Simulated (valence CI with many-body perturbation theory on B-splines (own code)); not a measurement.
**Pm XXXVIII: E2, M1 decay**

Calculated by configuration interaction combined with many-body perturbation theory (CI+MBPT): six valence electrons over a frozen Dirac-Fock core [Ar], a basis of 7 s, 7 p, 8 d, 6 f, 4 g, 1 h functions for each j, with the one-electron correlation potential Σ1, the two-electron term Σ2, the three-electron term Σ3, Breit, model QED; selected CI, second order for the rest, scaled by the run's own slope (own B-spline code, finite nucleus).

The last digits are not significant, and no measured levels were compared; by estimate large intervals hold to a few tenths of a per cent, small ones and those within an open d or f shell to about a per cent. Core correlation moves these levels by up to 7800 cm⁻¹, and in measured spectra 5 to 20 % of such shifts remained as error; rates that hang on mixing are uncertain with them. Among the levels kept, up to 1000 cm⁻¹ of a level comes from second order outside the variational space, and about a tenth of that is noise between levels of different J, which matters for small intervals. Only levels of the ground parity were solved; by the run's estimate the other parity begins above the list, which can be wrong where configurations are misplaced.

Lines 51 to 100 of 120 in falling wavelength, among levels below 1013900 cm⁻¹, chosen from the decays that carry over 1 % of a level's rate. Wavelengths and rates use the calculated energies. Electric multipoles are in the length gauge, E1 and E2 with the static RPA response of the core. Weak lines are less certain than strong ones. Lines between different terms over intervals too small for the method are left out, as are lines whose strength nearly cancels. The highest levels of a list are the least certain.

Levels are named by their leading jj configuration (3d3/2^4 stands for four electrons in 3d with j = 3/2), which in mixed levels can hold well under half, so a name can repeat and another be missing. Letters in brackets count levels of one name in rising energy.

| λ vac (Å) | Upper | Lower | Type | A (s⁻¹) | Branch % |
| --- | --- | --- | --- | --- | --- |
| 466.9 | (3d3/2^2 3d5/2^4) J=5 | (3d3/2^3 3d5/2^3) J=6 | M1 | 1.09e+05 | 59.8 |
| 466.1 | (3d3/2^2 3d5/2^4) J=5 | (3d3/2^3 3d5/2^3) J=5 | M1 | 5.39e+04 | 29.6 |
| 463.6 | (3d3/2^2 3d5/2^4) J=0 [a] | (3d3/2^3 3d5/2^3) J=1 [a] | M1 | 4.43e+05 | 99.8 |
| 463.6 | (3d3/2^2 3d5/2^4) J=2 [c] | (3d3/2^3 3d5/2^3) J=3 [c] | M1 | 9.08e+04 | 26.6 |
| 443.9 | (3d3/2^2 3d5/2^4) J=2 [a] | (3d3/2^3 3d5/2^3) J=3 [a] | M1 | 2.40e+05 | 73.3 |
| 439.6 | (3d3/2 3d5/2^5) J=2 | (3d3/2^2 3d5/2^4) J=2 [b] | M1 | 8.52e+04 | 15.9 |
| 435.2 | (3d3/2 3d5/2^5) J=1 | (3d3/2^2 3d5/2^4) J=0 [a] | M1 | 1.38e+05 | 16.4 |
| 424.2 | (3d3/2^2 3d5/2^4) J=4 [c] | (3d3/2^3 3d5/2^3) J=3 [c] | M1 | 8.60e+04 | 33.6 |
| 423.9 | (3d3/2^3 3d5/2^3) J=2 [a] | (3d3/2^4 3d5/2^2) J=2 | M1 | 1.16e+05 | 97.5 |
| 423.4 | (3d3/2^3 3d5/2^3) J=1 [b] | (3d3/2^4 3d5/2^2) J=0 | M1 | 6.78e+04 | 67.4 |
| 420.3 | (3d3/2^2 3d5/2^4) J=4 [a] | (3d3/2^3 3d5/2^3) J=4 [a] | M1 | 2.70e+05 | 76.3 |
| 419.1 | (3d3/2^2 3d5/2^4) J=6 | (3d3/2^3 3d5/2^3) J=6 | M1 | 8.65e+04 | 70.5 |
| 418.4 | (3d3/2^2 3d5/2^4) J=6 | (3d3/2^3 3d5/2^3) J=5 | M1 | 3.61e+04 | 29.4 |
| 416.9 | (3d3/2 3d5/2^5) J=4 | (3d3/2^2 3d5/2^4) J=3 [b] | M1 | 8.62e+04 | 15.3 |
| 416.6 | (3d3/2^2 3d5/2^4) J=2 [c] | (3d3/2^3 3d5/2^3) J=1 [b] | M1 | 5.36e+04 | 15.7 |
| 415.8 | (3d3/2 3d5/2^5) J=2 | (3d3/2^2 3d5/2^4) J=1 | M1 | 1.31e+05 | 24.4 |
| 412.2 | (3d3/2^3 3d5/2^3) J=3 [b] | (3d3/2^4 3d5/2^2) J=2 | M1 | 1.62e+04 | 15.4 |
| 409.1 | (3d3/2^3 3d5/2^3) J=5 | (3d3/2^4 3d5/2^2) J=4 | M1 | 3.31e+04 | 97.1 |
| 408.4 | (3d3/2^3 3d5/2^3) J=6 | (3d3/2^4 3d5/2^2) J=4 | E2 | 4.91e-01 | 99.8 |
| 406.7 | (3d3/2^2 3d5/2^4) J=1 | (3d3/2^3 3d5/2^3) J=2 [a] | M1 | 3.39e+04 | 13.8 |
| 402.8 | (3d3/2 3d5/2^5) J=1 | (3d3/2^2 3d5/2^4) J=2 [a] | M1 | 4.98e+05 | 59.2 |
| 401.0 | (3d3/2^2 3d5/2^4) J=4 [b] | (3d3/2^3 3d5/2^3) J=3 [b] | M1 | 3.43e+04 | 19.0 |
| 396.5 | (3d3/2^2 3d5/2^4) J=2 [b] | (3d3/2^3 3d5/2^3) J=3 [b] | M1 | 5.46e+04 | 24.0 |
| 393.9 | (3d3/2^2 3d5/2^4) J=2 [c] | (3d3/2^3 3d5/2^3) J=2 [b] | M1 | 1.02e+05 | 30.0 |
| 386.3 | (3d3/2^2 3d5/2^4) J=2 [b] | (3d3/2^3 3d5/2^3) J=2 [a] | M1 | 9.26e+04 | 40.7 |
| 382.1 | (3d3/2^2 3d5/2^4) J=5 | (3d3/2^3 3d5/2^3) J=4 [a] | M1 | 8.64e+03 | 4.7 |
| 382.0 | (3d3/2^2 3d5/2^4) J=4 [a] | (3d3/2^3 3d5/2^3) J=3 [a] | M1 | 6.66e+03 | 1.9 |
| 378.7 | (3d3/2^2 3d5/2^4) J=3 [a] | (3d3/2^3 3d5/2^3) J=4 [a] | M1 | 1.11e+05 | 35.3 |
| 378.1 | (3d3/2^2 3d5/2^4) J=4 [c] | (3d3/2^3 3d5/2^3) J=4 [b] | M1 | 7.15e+04 | 27.9 |
| 365.6 | (3d3/2 3d5/2^5) J=4 | (3d3/2^2 3d5/2^4) J=3 [a] | M1 | 9.02e+03 | 1.6 |
| 362.5 | (3d3/2 3d5/2^5) J=4 | (3d3/2^2 3d5/2^4) J=5 | M1 | 1.75e+05 | 31.1 |
| 354.1 | (3d3/2 3d5/2^5) J=3 | (3d3/2^2 3d5/2^4) J=3 [b] | M1 | 7.87e+04 | 16.4 |
| 348.1 | (3d3/2 3d5/2^5) J=1 | (3d3/2^3 3d5/2^3) J=0 | M1 | 1.70e+04 | 2.0 |
| 347.7 | (3d3/2^3 3d5/2^3) J=3 [b] | (3d3/2^4 3d5/2^2) J=4 | M1 | 7.79e+04 | 74.3 |
| 347.3 | (3d3/2^2 3d5/2^4) J=3 [a] | (3d3/2^3 3d5/2^3) J=3 [a] | M1 | 1.45e+05 | 46.1 |
| 341.8 | (3d3/2^2 3d5/2^4) J=4 [b] | (3d3/2^3 3d5/2^3) J=5 | M1 | 1.22e+05 | 67.5 |
| 340.0 | (3d3/2 3d5/2^5) J=1 | (3d3/2^3 3d5/2^3) J=2 [b] | M1 | 1.69e+05 | 20.1 |
| 335.9 | (3d3/2^2 3d5/2^4) J=3 [b] | (3d3/2^3 3d5/2^3) J=4 [a] | M1 | 3.40e+04 | 16.3 |
| 333.7 | (3d3/2 3d5/2^5) J=4 | (3d3/2^2 3d5/2^4) J=4 [a] | M1 | 2.85e+05 | 50.5 |
| 326.8 | (3d3/2 3d5/2^5) J=2 | (3d3/2^2 3d5/2^4) J=3 [a] | M1 | 2.08e+05 | 38.7 |
| 324.8 | (3d3/2^3 3d5/2^3) J=2 [b] | (3d3/2^4 3d5/2^2) J=2 | M1 | 1.71e+04 | 13.6 |
| 316.4 | (3d3/2 3d5/2^5) J=3 | (3d3/2^2 3d5/2^4) J=3 [a] | M1 | 1.78e+05 | 37.1 |
| 313.3 | (3d3/2^2 3d5/2^4) J=2 [c] | (3d3/2^3 3d5/2^3) J=3 [b] | M1 | 1.91e+04 | 5.6 |
| 310.8 | (3d3/2^3 3d5/2^3) J=1 [b] | (3d3/2^4 3d5/2^2) J=2 | M1 | 1.74e+04 | 17.3 |
| 307.4 | (3d3/2^2 3d5/2^4) J=1 | (3d3/2^3 3d5/2^3) J=1 [a] | M1 | 9.65e+04 | 39.2 |
| 306.9 | (3d3/2^2 3d5/2^4) J=2 [c] | (3d3/2^3 3d5/2^3) J=2 [a] | M1 | 2.36e+04 | 6.9 |
| 290.8 | (3d3/2 3d5/2^5) J=4 | (3d3/2^3 3d5/2^3) J=3 [c] | M1 | 6.03e+03 | 1.1 |
| 289.0 | (3d3/2^3 3d5/2^3) J=3 [c] | (3d3/2^4 3d5/2^2) J=2 | M1 | 3.36e+04 | 45.2 |
| 282.7 | (3d3/2^2 3d5/2^4) J=2 [a] | (3d3/2^4 3d5/2^2) J=2 | M1 | 1.53e+04 | 4.7 |
| 276.9 | (3d3/2^2 3d5/2^4) J=2 [d] | (3d3/2^3 3d5/2^3) J=3 [c] | M1 | 5.84e+04 | 23.4 |
